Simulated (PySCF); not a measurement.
Fractional electron number in Ar⁺ (argon, charge +1)

The 3p beta orbital of [Ne] 3s2 3p5 is emptied in steps (occupation f), with all orbitals relaxed, ending at [Ne] 3s2 3p4. Computed with PySCF 2.14 in def2-TZVP, with the non-relativistic Hamiltonian (point nucleus). The exact energy is a straight line in f; departures are measured from the line between the end points of the same method.

```csv
f,UHF (eV),LDA (eV),PBE (eV),PBE0 (eV),r2SCAN (eV),LC-wPBE (eV),BHandHLYP (eV),wB97X (eV),CAM-B3LYP (eV),M06-2X (eV)
1,0.000,0.000,0.000,0.000,0.000,0.000,0.000,0.000,0.000,0.000
0.9,0.112,-0.561,-0.544,-0.383,-0.509,-0.118,-0.228,-0.153,-0.257,-0.244
0.7,0.256,-1.312,-1.268,-0.892,-1.179,-0.272,-0.535,-0.356,-0.600,-0.567
0.5,0.298,-1.564,-1.506,-1.058,-1.387,-0.318,-0.640,-0.421,-0.716,-0.672
0.3,0.245,-1.315,-1.260,-0.884,-1.145,-0.261,-0.541,-0.352,-0.602,-0.554
0.1,0.103,-0.563,-0.537,-0.376,-0.478,-0.108,-0.233,-0.152,-0.259,-0.223
0,0.000,0.000,0.000,0.000,0.000,0.000,0.000,0.000,0.000,0.000
```

Problem. For M06-2X, how does the orbital energy at f = 1 compare with the removal energy?

Solution. −ε = 24.959 eV against a total-energy difference of 27.667 eV. By Janak's theorem ε = ∂E/∂f, so the gap between them reflects the curvature. Along the path −ε is 25.504 (f = 0.9), 26.596 (f = 0.7), 27.691 (f = 0.5), 28.825 (f = 0.3), 29.730 (f = 0.1) eV.

```csv
method,E(f=0) − E(f=1) (eV),−ε at f=1 (eV),−ε at f=0.5 (eV)
UHF,26.374,27.638,26.341
LDA,27.835,21.612,27.825
PBE,27.612,21.565,27.636
PBE0,27.620,23.358,27.646
r2SCAN,27.676,22.005,27.773
LC-wPBE,27.760,26.440,27.794
BHandHLYP,27.544,25.013,27.528
wB97X,27.632,25.931,27.644
CAM-B3LYP,27.725,24.875,27.719
M06-2X,27.667,24.959,27.691
```

Reference removal energy between the ground levels: 27.630 eV (measured; NIST Atomic Spectra Database, ionization energies). The calculation has no spin-orbit coupling. UHF lacks correlation.
